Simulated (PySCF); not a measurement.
C2H6ClFSi2, SMILES [SiH2](/C=C(/[SiH3])Cl)F.

Geometry optimised at B3LYP-D3(BJ)/def2-SVP. The structure was generated by enumeration; whether it is a known compound was not checked. One conformer was computed; it need not be the lowest.

Method: PySCF with SMD-PBE0/6-31G*.

Solvation free energies are E(SMD) − E(gas) at the gas-phase geometry, for 1 M in both phases. In vacuum the dipole moment is 1.43 D.

Computed solvation free energies in water, tetrahydrofuran, 1-octanol:
| solvent | ΔG(solv) (kcal/mol) | its non-electrostatic (CDS) part | dipole (D) |
|---|---|---|---|
| water | 2.4 | 4.9 | 1.75 |
| tetrahydrofuran | -2.0 | 0.1 | 1.69 |
| 1-octanol | -2.0 | 0.2 | 1.71 |
